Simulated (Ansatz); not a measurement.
```yaml
crystal:
  periodic: [false, false, false]
  atoms:
    - {symbol: V, position_ang: [-0.079837, 0.000489, -0.031597]}
    - {symbol: F, position_ang: [-0.114859, -0.038771, 1.826525]}
    - {symbol: F, position_ang: [-0.044280, -0.074737, -1.885010]}
    - {symbol: O, position_ang: [2.069919, 0.020961, 0.042045]}
    - {symbol: H, position_ang: [2.472427, -0.408763, -0.828630]}
    - {symbol: H, position_ang: [2.402381, -0.411832, 0.879275]}
    - {symbol: O, position_ang: [-2.116897, 0.011314, -0.096095]}
    - {symbol: H, position_ang: [-2.602800, 0.510822, -0.831045]}
    - {symbol: H, position_ang: [-2.358075, 0.421312, 0.764340]}
    - {symbol: O, position_ang: [-0.105367, 2.109822, -0.162356]}
    - {symbol: H, position_ang: [0.429494, 2.592213, -0.643525]}
    - {symbol: H, position_ang: [0.273058, 2.378301, 0.845644]}
    - {symbol: O, position_ang: [0.154453, -2.077839, -0.001318]}
    - {symbol: H, position_ang: [-0.319436, -2.657510, -0.758997]}
    - {symbol: H, position_ang: [-0.348363, -2.545915, 0.961578]}
basis:
  gaussian: {orbitals: def2-mTZVPP}
total_charge: 1
magnetization: {spin_polarized: true, initial_magnetization: 2}
hamiltonian: {xc: {name: B3LYP}, dispersion: d4}
scf: {omitted_lower_state_checks: [starts]}
output: {forces: true}
```

```sh
$ ansatz run in.yaml --threads 4 --pin off --events-out ev --progress --plain --max-ram 8704MiB
```

Output, abridged:

```
Functional definition: B3LYP
1768 factors; their error is unknown
mean field evaluation 1: about -39417.2019 eV, gradient 9.5e1 eV
mean field evaluation 2: about -39327.0899 eV, gradient 2.0e2 eV
mean field evaluation 4: about -39444.1591 eV, gradient 1.1e1 eV
mean field evaluation 8: about -39444.5476 eV, gradient 2.2e-1 eV
mean field evaluation 16: about -39444.6256 eV, gradient 8.1e-2 eV
mean field evaluation 32: about -39444.6472 eV, gradient 8.5e-6 eV
mean field -39444.64718413 eV, -1449.5640474748 hartree, gradient 5.0e-7 eV, S^2 2.006191; 0 other end points of the search recorded, 0 dependent functions left out
reference -39444.64743447 eV, -1449.5640566745 hartree; 41, 39 occupied and 176, 178 virtual orbitals, 1768 factors
Total energy: -39445.04531463 eV, -1449.5786785005 hartree
Atom 0 at    -0.079837     0.000489    -0.031597 Å, force     1.148062    -0.366472    -1.216269 eV/Å
Atom 1 at    -0.114859    -0.038771     1.826525 Å, force    -0.139715     0.237729    -0.464627 eV/Å
Atom 2 at    -0.044280    -0.074737    -1.885010 Å, force     0.061109    -0.009456     0.724628 eV/Å
Atom 3 at     2.069919     0.020961     0.042045 Å, force     0.911910    -1.318759    -1.427095 eV/Å
Atom 4 at     2.472427    -0.408763    -0.828630 Å, force    -0.948183     1.038147     2.886127 eV/Å
Atom 5 at     2.402381    -0.411832     0.879275 Å, force    -0.139335     0.330881    -1.469754 eV/Å
Atom 6 at    -2.116897     0.011314    -0.096095 Å, force    -1.386510     1.191228    -0.411418 eV/Å
Atom 7 at    -2.602800     0.510822    -0.831045 Å, force     0.964485    -0.886922     1.335900 eV/Å
Atom 8 at    -2.358075     0.421312     0.764340 Å, force    -0.322453    -0.256261    -0.549938 eV/Å
Atom 9 at    -0.105367     2.109822    -0.162356 Å, force    -2.720954    -2.730976     8.849442 eV/Å
Atom 10 at     0.429494     2.592213    -0.643525 Å, force     4.440913     3.849179    -4.775645 eV/Å
Atom 11 at     0.273058     2.378301     0.845644 Å, force    -1.749673    -0.935751    -3.591834 eV/Å
Atom 12 at     0.154453    -2.077839    -0.001318 Å, force    -4.010417    -4.273563     2.030867 eV/Å
Atom 13 at    -0.319436    -2.657510    -0.758997 Å, force     1.563267     1.998569     2.179460 eV/Å
Atom 14 at    -0.348363    -2.545915     0.961578 Å, force     2.327493     2.132427    -4.099844 eV/Å
Dipole moment:    -0.018224    -0.037070     0.194437 e Å
Checks for a lower state left out: starts
```

Run time 43 s (4 threads of Arm Neoverse V2 on a shared host), peak host memory 1.5 GiB.

B3LYP takes the VWN-RPA correlation.

The dipole of an ion depends on the origin.
